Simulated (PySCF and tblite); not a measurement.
Values are calculated unless marked as measured or tabulated.
System: C3H9Se (charge +1), numbered as in [CH3:1][Se+:2]([CH3:3])[CH3:4].

For the pyramidal inversion at Se2: electronic barrier 35.59 kcal/mol, zero-point change -1.69 kcal/mol, thermal and entropy terms at 350 K a further -0.63 kcal/mol (symmetry numbers apart). The minimum is C3v, the saddle C3h. Geometries: B3LYP-D3(BJ)/def2-SVP; energies: PBE0/pcSseg-1 + D3(BJ); zero-point and thermal terms from GFN2-xTB harmonic modes (soft modes blended into free rotors). Rates follow Eyring's equation with the number of equivalent paths and no tunnelling. Run with tblite and PySCF.

Question: How many equivalent paths lead out of the minimum?

Answer: 2: the symmetry number of the minimum is 3, that of the saddle displaced along its mode 3, and the displaced saddle is chiral while the minimum is not, which doubles the count.

Question: Work out the rate at 350 K.

Answer: ΔG‡ = 33.27 kcal/mol; k_B T/h = 7.3×10¹² s⁻¹; exp(−ΔG‡/RT) = 1.7×10⁻²¹; times 2 gives k = 2.5×10⁻⁸ s⁻¹. Wigner's tunnelling factor for the 487i cm⁻¹ mode would be 1.17.

The ion is treated without a counter-ion. Spin–orbit effects of heavy atoms on shieldings are missing.
